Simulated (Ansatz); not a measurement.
`[OH][Zr]([Cl])([Cl])[Cl]` + H₂S → `[SH][Zr]([Cl])([Cl])[Cl]` + H₂O at 400 K and 1 bar (ligand exchange at a Zr–O bond).

Program: Ansatz. Geometries: PBE0-D4/def2-TZVP. ΔE: electronic, gas phase. CCSD(T)/CBS is the MP2 limit (def2-TZVPP, def2-QZVPP) plus CCSD(T) − MP2 in def2-TZVPP, frozen cores. This one scheme is used for every species. Elements past krypton have def2 core potentials. For Zr outer-core shells are correlated without core-valence functions, which leaves a few kJ/mol of doubt a bond. Each species was taken in one conformer, which may not be the lowest.

| species | CCSD(T)/CBS energy (Eh) | H − E (kJ/mol) | S (J/(mol·K)) |
| --- | --- | --- | --- |
| `[OH][Zr]([Cl])([Cl])[Cl]` | -1502.40323 | 78.0 | 416.8 |
| H₂S | -398.97279 | 53.4 | 215.9 |
| `[SH][Zr]([Cl])([Cl])[Cl]` | -1824.98006 | 69.2 | 442.9 |
| H₂O | -76.37941 | 69.8 | 198.6 |

H − E and S are ideal-gas, rigid-rotor, harmonic terms from PBE0-D4/def2-TZVP, for one conformer and one mirror image of each species. 1 Eh = 2625.50 kJ/mol, R = 8.31446 J/(mol·K).

**Question.** By hand: ΔE, ΔH, ΔS and ΔG.

**Answer.** ΔE = (-1824.98006) + (-76.37941) − (-1502.40323) − (-398.97279) = 0.01655 Eh = 43.5 kJ/mol. Δ(H − E) = 69.2 + 69.8 − 78.0 − 53.4 = 7.6, so ΔH = 51.1 kJ/mol. ΔS = 442.9 + 198.6 − 416.8 − 215.9 = 8.8 J/(mol·K). ΔG = 51.1 − 400 × (8.8)/1000 = 47.6 kJ/mol.

**Question.** By hand: the equilibrium constant, and the temperature at which ΔG would vanish if ΔH and ΔS stayed fixed.

**Answer.** log₁₀ K = −ΔG/(RT ln 10) = -6.2. ΔG = 0 at ΔH/ΔS = 5807 K, far beyond where these terms or the molecules hold.

The number of gas molecules stays the same, so ΔS is small and ΔH decides. A doubt of 5 kJ/mol in ΔE shifts log₁₀ K by 0.7 here. Other conformers and mirror images would add mixing entropy, several J/(mol·K) or more a flexible species. These are equilibria of isolated gas molecules and say nothing of rates. Largest T1 diagnostic: 0.016 (customary marks: 0.02 for closed shells, 0.045 for open ones).
